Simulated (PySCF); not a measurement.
Molecule: `FC(CC(C)=O)(F)F`, C4H5F3O.

Bonds (- single, = double, # triple, : aromatic): C1-C2 1.503 Å, C2=O3 1.205 Å, C2-C4 1.527 Å, C4-C5 1.506 Å, C5-F6 1.337 Å, C5-F7 1.334 Å, C5-F8 1.340 Å. C1 carries H9, H10, H11; C4 carries H12, H13.

Geometry PBE0-D3(BJ)/def2-SVP throughout; GIAO in PySCF, gas phase, one conformer, non-relativistic; equivalent atoms averaged; functional PBE0.

**Question.** How do the absolute shieldings σ depend on the basis set? (ppm; last column core-seconds on shared hosts with different chips, so compare them loosely)

**Answer.** 
| basis set | functions | C2 | C5 | C4 | C1 | O3 | F6/F7/F8 | H12/H13 | H9/H10/H11 | core-s |
| --- | --- | --- | --- | --- | --- | --- | --- | --- | --- | --- |
| STO-3G | 45 | 103.3 | 137.7 | 202.3 | 207.9 | -293.9 | 396.4 | 30.22 | 30.47 | 3.5 |
| pcSseg-0 | 82 | -21.7 | 46.7 | 136.1 | 158.7 | -473.0 | 259.8 | 29.41 | 30.09 | 6.3 |
| 6-31G | 82 | 6.0 | 71.2 | 149.6 | 169.1 | -368.7 | 264.3 | 29.69 | 30.06 | 7.3 |
| 6-31G* | 122 | 5.7 | 71.8 | 146.2 | 165.8 | -313.4 | 276.0 | 29.32 | 29.78 | 12 |
| cc-pVDZ | 137 | 1.8 | 71.2 | 146.7 | 167.7 | -326.9 | 273.9 | 28.76 | 29.19 | 14 |
| def2-SVP | 137 | -1.1 | 67.5 | 146.3 | 165.9 | -332.5 | 277.5 | 28.79 | 29.24 | 13 |
| pcSseg-1 | 161 | -17.5 | 54.6 | 133.1 | 153.2 | -382.6 | 252.8 | 28.46 | 28.94 | 18 |
| aug-cc-pVDZ | 229 | -2.1 | 69.7 | 146.1 | 166.0 | -304.6 | 264.8 | 28.38 | 29.02 | 31 |
| 6-311+G(2d,p) | 246 | -15.3 | 57.8 | 135.9 | 156.3 | -345.9 | 250.9 | 28.55 | 29.23 | 32 |
| def2-TZVP | 278 | -16.7 | 54.5 | 135.4 | 156.1 | -352.8 | 251.4 | 28.57 | 29.23 | 40 |
| cc-pVTZ | 310 | -13.9 | 56.3 | 136.7 | 157.1 | -350.8 | 254.8 | 28.40 | 29.02 | 49 |
| IGLO-III | 330 | -24.4 | 50.5 | 131.5 | 152.5 | -363.4 | 248.4 | 28.37 | 29.06 | 54 |

**Question.** Which nucleus moves most, in ppm?

**Answer.** O3 (ketone oxygen): from -473.0 ppm with pcSseg-0 to -293.9 ppm with STO-3G. The smallest spread is 1.52 ppm, at H9/H10/H11. Proton shifts span only some 12 ppm, so a few tenths of a ppm matter as much there as several ppm in carbon.

**Question.** Taking the largest basis, IGLO-III (330 functions), as the yardstick, rank the others by their worst heavy-atom deviation.

**Answer.** def2-TZVP 10.6 ppm (278 functions), cc-pVTZ 12.6 ppm (310 functions), 6-311+G(2d,p) 17.5 ppm (246 functions), pcSseg-1 19.2 ppm (161 functions), 6-31G 30.5 ppm (82 functions), def2-SVP 30.9 ppm (137 functions), cc-pVDZ 36.5 ppm (137 functions), 6-31G* 50.0 ppm (122 functions), aug-cc-pVDZ 58.8 ppm (229 functions), pcSseg-0 109.6 ppm (82 functions), STO-3G 147.9 ppm (45 functions).

A small basis that lands close on one nucleus may do so by chance; judge by the trend and by all nuclei.
